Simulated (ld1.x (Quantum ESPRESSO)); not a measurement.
**Before and after: TM potential for Au (Z = 79)**

* Element: gold (Au)
* Generator: ld1.x (Quantum ESPRESSO) 7.5
* Type: norm-conserving Troullier–Martins (Kleinman–Bylander form)
* Functional: LDA (PZ)
* Relativity: fully relativistic
* Frozen core: [Xe] 4f14
* Valence charge: 11
* Reference configuration: 5d10 6s1 6p0
* Partial waves: 6s (bound): rc 1.95 bohr; 6p (bound, empty): rc 3.85 bohr; 5d (bound): rc 2.15 bohr
* Local potential: all-electron potential smoothed inside 2.95 bohr (lloc = -1)
* Core correction: none

Open shells are filled in proportion to 2j + 1 (rel_dist='average').

All-electron outer shells of the reference configuration (LDA (PZ), scalar-relativistic, ld1.x):

| shell | level (eV) | outermost node (bohr) | outermost maximum (bohr) |
| --- | --- | --- | --- |
| 4f | -81.59 | – | 0.37 |
| 5p | -60.06 | 0.52 | 0.96 |
| 5d | -7.12 | 0.56 | 1.21 |
| 6s | -6.09 | 1.11 | 2.32 |
| 6p | -0.89 | 1.32 | 3.51 |

Change: local potential all-electron potential smoothed inside 4.12 bohr (lloc = -1).

Cutoffs: the cutoffs (Ry, on a coarse ladder) from which the occupation-weighted sum of valence levels, in a spherical-Bessel basis at the reference potential, stays within 10 and 1 mRy of its value at 400 Ry; they do not see the model core or the augmentation charge, which bear on the density cutoff. Errors are all-electron minus pseudo energies relative to the spin-unpolarised reference configuration.

Q: How do hardness, ghosts and transferability respond?

A: The potential gets softer (40 Ry and 70 Ry → 40 Ry and 60 Ry); a bound ghost appears in s, which as a rule spoils a file; of the 7 tests that both files solve, the error grows in 6 and shrinks in 1 by more than 15 % and 0.3 meV (median size 33.1 → 102.8 meV). In the separable form a ghost depends on how the local part lies against the semilocal potential of the channel, so the choice of the local part can create or remove one.

| quantity | base | changed |
| --- | --- | --- |
| cutoff, loose | 40 Ry | 40 Ry |
| cutoff, tight | 70 Ry | 60 Ry |
| loose cutoff by channel (10 mRy a level) | s 12 Ry, d 35 Ry | s 15 Ry, d 35 Ry |
| bound ghosts | none | s |
| error for 5d10 6s0 6p0, meV [ΔE 9.79 eV] | -1.2 | -5.6 |
| error for 5d9 6s0 6p0, meV [ΔE 31.31 eV] | -38 | -141 |
| error for 5d8 6s0 6p0, meV [ΔE 65.48 eV] | -218 | -549 |
| error for 5d10 6s0.5 6p0, meV [ΔE 3.96 eV] | -0.4 | -2.4 |
| error for 5d7 6s0 6p0, meV [ΔE 113.46 eV] | -580 | -1226 |
| error for 5d10 6s0 6p1, meV [ΔE 5.34 eV] | +5.6 | +4.7 |
| error for 5d9 6s1 6p1, meV [ΔE 7.47 eV] | -33 | -103 |

Changed file: These tests converged, but a pseudo level misses the all-electron one widely, so the file describes the atom poorly there or has found another state: 5d7 6s0 6p0: empty 6p by 4.1 eV (a node warning on the way). A true bound ghost makes a file unfit for plane-wave use even where its test errors are small: the radial tests pick states by their node count and pass the ghost by.
